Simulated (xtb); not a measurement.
BF₃, charge -1, doublet, at a GFN2-xTB geometry (a state made from the parent by changing its charge; the spin is typed, not shown lowest). Base run: GFN2-xTB in xtb.

Here is a job for xtb.
```
$ xtb mol.xyz --gfn 2 --chrg -1 --uhf 1 --json

# file mol.xyz
4

B     -0.01665964     0.22066266     0.40640217
F     -1.17616439    -0.61899512     0.19030536
F      0.04332344     1.13683746    -0.71306201
F      1.14209631    -0.64043271     0.29697767
```

Each row names what was changed in the base input (with any setting that the change needs).

```
change           ΔE vs base (kJ/mol)  G_solv (kcal/mol)  SCF cycles
---------------  -------------------  -----------------  ----------
base                            0.00                  -          10
alpb = benzene                -237.1             -56.73          10
acc = 0.0001                    0.00                  -          14
acc = 1000                      0.01                  -           7
file = coord                    0.00                  -          10
acc = 0.1                       0.00                  -          12
gbsa = methanol               -275.6             -65.96          10
```

ALPB and GBSA are two models with their own fitted parameters for each solvent, which aren't always the measured dielectric constant.
